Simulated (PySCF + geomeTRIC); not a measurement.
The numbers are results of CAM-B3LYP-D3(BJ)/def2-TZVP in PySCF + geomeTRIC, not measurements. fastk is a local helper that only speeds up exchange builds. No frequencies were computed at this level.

```python
import json, numpy as np
from pyscf import gto, dft
from fastk import lowrank_exchange
atoms = """
O     -0.207349     1.026114    -0.586715
B     -0.092449    -0.219497    -0.109974
S     -1.624622    -1.116266     0.230107
S      1.494553    -1.053027     0.215103
H      0.568993     1.549961    -0.785742
H     -2.429109    -0.133081    -0.149337
H      2.289980    -0.054209    -0.164373
"""
def scf(charge, spin, dm0=None):
    mol = gto.M(atom=atoms, basis='def2-tzvp', ecp={}, charge=charge, spin=spin, verbose=3, max_memory=5040)
    mf = dft.KS(mol, xc='cam-b3lyp').density_fit(auxbasis="def2-universal-jkfit")
    mf.disp = 'd3bj'
    mf.grids.level = 3
    mf.conv_tol = 1e-8
    mf.max_cycle = 60
    mf.kernel(dm0)
    if not mf.converged:
        mf = mf.newton().run(mf.mo_coeff, mf.mo_occ).undo_soscf()
    return mf
mf = scf(0, 0)
from pyscf.geomopt.geometric_solver import kernel as optimize
path = []
done, mol = optimize(mf, maxsteps=80, assert_convergence=False, callback=lambda env: path.append((env["energy"], bool(env["g_scanner"].converged))))
res = dict(converged=bool(done and path[-1][1]), energy=path[-1][0], path=[e for e, c in path], xyz=mol.atom_coords(unit="Angstrom").tolist(), nao=mol.nao)
json.dump(res, open("result.json", "w"))
```

Output:

```
converged SCF energy = -898.422832365012
Geometry optimization cycle 1
converged SCF energy = -898.422832365037
cycle 1: E = -898.422832365  dE = -898.423  norm(grad) = 0.024575
Geometry optimization cycle 2
converged SCF energy = -898.423484837683
cycle 2: E = -898.423484838  dE = -0.000652473  norm(grad) = 0.0108416
Geometry optimization cycle 3
converged SCF energy = -898.423726648174
cycle 3: E = -898.423726648  dE = -0.00024181  norm(grad) = 0.00458316
Geometry optimization cycle 4
converged SCF energy = -898.423754676529
cycle 4: E = -898.423754677  dE = -2.80284e-05  norm(grad) = 0.000568145
Geometry optimization cycle 5
converged SCF energy = -898.423755079635
cycle 5: E = -898.42375508  dE = -4.03107e-07  norm(grad) = 0.000139099
<class 'geometric.internal.Distance'> : 6
<class 'geometric.internal.Angle'> : 5
<class 'geometric.internal.OutOfPlane'> : 1
<class 'geometric.internal.Dihedral'> : 6
<class 'geometric.internal.TranslationX'> : 1
<class 'geometric.internal.TranslationY'> : 1
<class 'geometric.internal.TranslationZ'> : 1
<class 'geometric.internal.RotationA'> : 1
<class 'geometric.internal.RotationB'> : 1
<class 'geometric.internal.RotationC'> : 1
Step    0 : Gradient = 9.288e-03/1.693e-02 (rms/max) Energy = -898.4228323650
Step    1 : Displace = 4.066e-02/6.545e-02 (rms/max) Trust = 1.000e-01 (=) Grad = 4.098e-03/8.042e-03 (rms/max) E (change) = -898.4234848377 (-6.525e-04) Quality = 0.789
Step    2 : Displace = 2.002e-02/2.869e-02 (rms/max) Trust = 1.414e-01 (+) Grad = 1.732e-03/2.510e-03 (rms/max) E (change) = -898.4237266482 (-2.418e-04) Quality = 0.804
Step    3 : Displace = 4.118e-03/6.091e-03 (rms/max) Trust = 2.000e-01 (+) Grad = 2.147e-04/3.621e-04 (rms/max) E (change) = -898.4237546765 (-2.803e-05) Quality = 1.059
Step    4 : Displace = 5.825e-04/8.750e-04 (rms/max) Trust = 2.828e-01 (+) Grad = 5.257e-05/1.042e-04 (rms/max) E (change) = -898.4237550796 (-4.031e-07) Quality = 0.924
Converged! =D
```

Cost: around 60 core-seconds (rough).
